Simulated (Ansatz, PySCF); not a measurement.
This PySCF input computes a PBE/def2-TZVPD energy:

```python
from pyscf import gto, scf, dft

mol = gto.M(
    atom='''
    C     1.44272465    0.53619193   -0.93641658
    Si   -0.05531291   -0.02300838    0.01125866
    O    -0.41479935   -1.47993840   -0.70980138
    O    -1.20007129    1.13537071   -0.12024664
    O     0.14314703   -0.27621951    1.62564217
    H     1.19673031    0.73016082   -1.98037445
    H     1.79079390    1.46910356   -0.48492522
    H     2.24698342   -0.19752523   -0.89496807
    H    -1.87715994    1.18045888    0.55971419
    H     0.53447394   -1.11093480    1.89667847
    ''',
    basis='def2-tzvpd',
    charge=0,
    spin=1,
    verbose=4,
)

mf = dft.UKS(mol, xc='pbe').density_fit(auxbasis='def2-universal-jkfit')
mf.grids.level = 3
mf.conv_tol = 1e-9
mf.max_cycle = 100
mf.max_memory = 1500
mf.kernel()
if not mf.converged:
    mf = mf.newton()
    mf.kernel(mf.make_rdm1())
for _ in range(2):
    mo, _, stable, _ = mf.stability(return_status=True)
    if stable:
        break
    mf.kernel(mf.make_rdm1(mo, mf.mo_occ))
mf.analyze()
```

Problem. Write an input for the same energy in Ansatz (a first-principles code) and say what it gives.

Solution. 
Ansatz 0.2 input:
```yaml
crystal:
  periodic: [false, false, false]
  atoms:
    - {symbol: C, position_ang: [1.44272465, 0.53619193, -0.93641658]}
    - {symbol: Si, position_ang: [-0.05531291, -0.02300838, 0.01125866]}
    - {symbol: O, position_ang: [-0.41479935, -1.47993840, -0.70980138]}
    - {symbol: O, position_ang: [-1.20007129, 1.13537071, -0.12024664]}
    - {symbol: O, position_ang: [0.14314703, -0.27621951, 1.62564217]}
    - {symbol: H, position_ang: [1.19673031, 0.73016082, -1.98037445]}
    - {symbol: H, position_ang: [1.79079390, 1.46910356, -0.48492522]}
    - {symbol: H, position_ang: [2.24698342, -0.19752523, -0.89496807]}
    - {symbol: H, position_ang: [-1.87715994, 1.18045888, 0.55971419]}
    - {symbol: H, position_ang: [0.53447394, -1.11093480, 1.89667847]}
basis:
  gaussian:
    orbitals: def2-TZVPD
hamiltonian:
  xc: {name: PBE}
magnetization: {spin_polarized: true, initial_magnetization: 1}
output: {forces: true}
```
It gives -556.04881 Eh, and PySCF -556.04893 Eh, a difference of 0.12 mEh, from the treatment of integrals and grids.

It need not be the lowest isomer of its formula.
